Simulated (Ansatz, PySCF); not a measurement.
Bi(OH)(TeH)2 (BiH3OTe2), SMILES [OH][Bi]([TeH])[TeH].

The structure is a stationary point at PBE0-D3(BJ)/def2-SVP. The structure was generated by enumeration; whether it is a known compound was not checked. The def2 effective core potentials stand for the cores of Bi, Te; spin–orbit coupling is left out. The values are those of a single conformer.

Vertical ionisation energy (IE) and electron affinity (EA) in eV. Rows of orbital energies are one-electron estimates. Where ΔSCF, EOM or ADC give a negative EA the extra electron is unbound and the value depends on the basis.

```tsv
level	IE	EA
−ε(HOMO), −ε(LUMO), r2SCAN/def2-TZVP (PySCF)	?	?
−ε(HOMO), −ε(LUMO), PBE/def2-TZVP (PySCF)	5.50	2.74
ΔSCF, PBE0/def2-SVPD (Ansatz), final states of multiplicity 2 and 2	8.16	0.81
ΔSCF, PBE/def2-SVPD (Ansatz), final states of multiplicity 2 and 2	7.86	0.80
```

### Question
Some entries are withheld; supply them. (An estimate is asked for; the answer gives what the named calculation found.)

### Answer

- −ε(HOMO), −ε(LUMO), r2SCAN/def2-TZVP (PySCF), IE: 5.76
- −ε(HOMO), −ε(LUMO), r2SCAN/def2-TZVP (PySCF), EA: 2.61

### Question
What vertical singlet–triplet gap does ΔSCF give with PBE0/def2-SVPD (Ansatz, a program for electronic structure) and with PBE/def2-SVPD (Ansatz)? (Estimate from the structure and the level; the computed values follow.)

### Answer
2.96 and 2.73 eV (triplet above singlet where positive).
